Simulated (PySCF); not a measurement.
## Cu²⁺ (copper, charge +2) across methods

[Ar] 3d8 4s1, high-spin 4F determinant (an excited configuration). Calculation: PySCF 2.14, in aug-cc-pVDZ-DK; scalar relativity by spin-free X2C-1e.

```tsv
method	E (hartree)	mean ε 3d α (eV)	mean ε 3d β (eV)	mean ε 4s α (eV)	Σ⟨r²⟩ (bohr²)	⟨S²⟩
wB97X	-1653.501	-43.097	-41.005	-28.313	18.67	3.750
BHandHLYP	-1653.446	-44.048	-41.698	-27.112	18.68	3.751
r2SCAN	-1653.442	-38.285	-36.208	-25.689	18.66	3.751
LDA	-1650.520	-37.933	-35.640	-25.673	18.71	3.750
PBE	-1653.201	-37.650	-35.537	-25.356	18.73	3.750
BP86	-1653.709	-37.748	-35.735	-25.544	18.69	3.750
UHF	-1652.05637	-49.742	-46.798	-28.347	18.78	3.751
PBE0	-1653.225	-40.911	-38.618	-26.241	18.68	3.750
```

(1) Estimate the same row for TPSSh.

Results:

(1) E (hartree) = -1653.462; mean ε 3d α (eV) = -38.930; mean ε 3d β (eV) = -36.862; mean ε 4s α (eV) = -25.600; Σ⟨r²⟩ (bohr²) = 18.70; ⟨S²⟩ = 3.750.
